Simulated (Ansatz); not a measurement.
A structure relaxed at PBE-D4/def2-SVP in Ansatz, charge 0, quartet:

Cartesian coordinates in Å:
```
Nd 0.204 0.190 -0.246
N -1.710 0.136 -1.397
H -2.464 0.837 -1.456
H -2.084 -0.693 -1.884
N 1.445 -1.668 -0.182
H 2.080 -1.938 0.585
H 1.424 -2.489 -0.806
N 0.373 1.632 1.453
H -0.379 2.264 1.770
H 1.113 1.729 2.164
```

(1) Give its formula, name or SMILES and point group.

(2) Summarise the bond lengths by kind (pairs closer than 1.2 times the sum of covalent radii, bridged metal pairs left out).

Answers

(1) Nd(NH2)3 (NdN₃H₆). Point group C3 (tolerance 0.1 Å).

(2) 3 × N–Nd 2.23 Å; 6 × H–N 1.03 Å. The metal has 3 neighbours: N 2.23 Å, N 2.23 Å, N 2.23 Å.

In the def2 sets Nd takes a core potential; there is no spin–orbit coupling. With an open 4f shell the SCF may have ended on a state above the lowest.
